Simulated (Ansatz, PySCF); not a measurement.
Sn(Cl)(OH)(NH2)2 (ClH₅N₂OSn), SMILES [NH2][Sn]([Cl])([OH])[NH2].

Coordinates come from a PBE-D3(BJ)/def2-SVP optimisation. The def2 effective core potentials stand for the cores of Sn; spin–orbit coupling is left out. One conformer was computed; it need not be the lowest.

Vertical ionisation energy (IE) and electron affinity (EA) in eV. Rows of orbital energies are one-electron estimates. Where ΔSCF, EOM or ADC give a negative EA the extra electron is unbound and the value depends on the basis.

```
level                                                                        IE    EA
------------------------------------------------------------------------  -----  ----
−ε(HOMO), −ε(LUMO), M06-2X/def2-TZVP (PySCF)                               9.58  0.71
−ε(HOMO), −ε(LUMO), PBE/def2-TZVP (PySCF)                                  6.69  2.64
ΔSCF, CAM-B3LYP/def2-SVPD (Ansatz), final states of multiplicity 2 and 2  10.44  0.30
ΔSCF, PBE/def2-SVPD (Ansatz), final states of multiplicity 2 and 2         9.57  0.45
```

Question: What vertical singlet–triplet gap does ΔSCF give with CAM-B3LYP/def2-SVPD (Ansatz, a quantum-chemistry and plane-wave program) and with PBE/def2-SVPD (Ansatz)? (The exact figures need the calculation; the answer reports its results.)

Answer: 4.85 and 4.02 eV (triplet above singlet where positive).
